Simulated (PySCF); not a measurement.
Computed IR spectrum (relative IR intensity) of a molecule CH₇AlOSi. Coordinates come from a PBE-D3(BJ)/def2-SVP optimisation. Other conformers were not sampled. Calculation: PBE-D3(BJ)/def2-SVP (PySCF 2.14.0). Frequencies are harmonic and unscaled.

ν (cm⁻¹): 110 (vw), 163 (w), 184 (vw), 348 (vw), 380 (m), 424 (m), 574 (s), 619 (w), 624 (w), 677 (vs), 821 (s), 838 (m), 902 (m), 1158 (w), 1373 (vw), 2123 (m), 2134 (m), 2138 (m), 3807 (m) (against the strongest line: vs over 80 %, s over 45 %, m over 15 %, w over 4 %, vw less)

Q: Pick the molecule that these values belong to.
A) [CH3][AlH][O][SiH3]
B) [CH3][Al]([OH])[SiH3]
C) C[O][AlH][SiH3]

A: B, [CH3][Al]([OH])[SiH3]
